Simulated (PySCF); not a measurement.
Si(AsH2)(F)2(H) (AsF2H3Si), SMILES F[SiH](F)[AsH2].

The structure is a stationary point at PBE0-D3(BJ)/def2-SVP. This is a generated structure with no PubChem entry under its InChIKey; it may be hypothetical.

Method: PBE/def2-TZVP (PySCF).

Task: Estimate the frontier levels, gap, dipole moment and polarisability. (The exact figures need the calculation; the answer reports its results.)

Result: 
- highest occupied level: -6.90 eV
- lowest empty level: -0.99 eV
- orbital gap: 5.91 eV
- dipole moment: 1.84 D
- quadrupole, principal values (traceless, Buckingham form, about the centre of nuclear charge): -1.65, -0.53, 2.18 D·Å
- mean static polarisability: 56.5 bohr³ (8.37 Å³)
- polarisability, principal values: 50.1, 50.5, 68.9 bohr³
